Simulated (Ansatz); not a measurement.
Cost and result for the atomization energy of `[CH3][In]1[CH2][S]1` (9 atoms, 9 bonds).

```xyz
9

C    -0.551    1.962   -0.207
In    0.044   -0.031    0.139
C     0.636   -2.019    0.476
S     0.150   -1.957   -1.313
H     0.084    2.378   -0.989
H    -1.584    1.955   -0.554
H    -0.466    2.558    0.698
H     1.691   -2.208    0.652
H    -0.003   -2.638    1.098
```

Charge 0, multiplicity 1. Correlated methods include outer-core shells of In, which these sets cover unevenly. In takes the def2 core potential. All single points use the PBE0-D4/def2-TZVP geometry. Program: Ansatz. All runs use 4 threads of an Intel Xeon 6975P-C on a shared host. Times are those of one run each, without the atoms' runs, and a repeat can differ threefold. Electronic energies, without spin–orbit coupling; frozen cores. CCSD(T)/CBS adds CCSD(T) − MP2 in def2-TZVPP to the MP2 limit, and its time is that of the two runs behind it. T1 = 0.015. With those shells the extrapolation isn't a true limit.

CCSD(T)/CBS is a level of theory with its own doubt, some kJ/mol a heavy atom from the limit and from the frozen cores, so smaller differences don't rank the functionals.

```
                             level  functions  wall time
                BLYP-D4/def2-TZVPP        224      1.2 s
                PBE0-D4/def2-TZVPP        224      1.4 s
               BHLYP-D4/def2-TZVPP        224      1.5 s
           CAM-B3LYP-D4/def2-TZVPP        224      1.8 s
r2SCAN-D4/def2-TZVPP (with forces)        224      2.1 s
             r2SCANh-D4/def2-TZVPP        224      2.1 s
                  CCSD(T)/def2-SVP         97      2.1 s
                 B2PLYP/def2-TZVPP        224      2.7 s
                 B97M-V/def2-TZVPP        224      3.4 s
  ωB97M-V/def2-TZVPP (with forces)        224      4.7 s
                    MP2/def2-QZVPP        416        9 s
                CCSD(T)/def2-TZVPP        224       25 s
                 CCSD(T)/CBS(def2)          –       34 s
```

What atomization energy does each give, and how far from CCSD(T)/CBS? (Best estimate.)

The calculation gave: 
```csv
level,atomization (kcal/mol),difference from CCSD(T)/CBS,per bond
BLYP-D4/def2-TZVPP,699.7,-12.1,-1.3
PBE0-D4/def2-TZVPP,712.2,0.4,0.0
BHLYP-D4/def2-TZVPP,683.3,-28.5,-3.2
CAM-B3LYP-D4/def2-TZVPP,704.2,-7.6,-0.8
r2SCAN-D4/def2-TZVPP (with forces),712.8,1.0,0.1
r2SCANh-D4/def2-TZVPP,708.4,-3.4,-0.4
CCSD(T)/def2-SVP,661.4,-50.4,-5.6
B2PLYP/def2-TZVPP,697.5,-14.3,-1.6
B97M-V/def2-TZVPP,712.8,1.0,0.1
ωB97M-V/def2-TZVPP (with forces),710.5,-1.3,-0.1
MP2/def2-QZVPP,713.5,1.7,0.2
CCSD(T)/def2-TZVPP,692.2,-19.6,-2.2
CCSD(T)/CBS(def2),711.8,0.0,0.0
```

Leaving LDA and LC-ωPBE aside and taking each functional with its dispersion term where it has one, the values, not all of them listed here, spread over 40.2 kcal/mol, from BHLYP-D4 to PBE-D4. LDA lies +97.0 kcal/mol from PBE without D4, its usual overbinding. From BLYP to BHLYP (50 % exact exchange), in def2-TZVPP and without D4, the atomization energy moves by −13.4 kcal/mol: exact exchange takes away binding that semilocal exchange gives to molecules. At CCSD(T), def2-SVP lies −50.4 kcal/mol from the extrapolated value and def2-TZVPP −19.6 kcal/mol: correlation converges slowly with the basis, and small sets miss more of it in the bonded molecule than in its fragments.

Spin–orbit coupling would lower the free In atoms strongly, and the atomization energy with them, by more than many differences here.
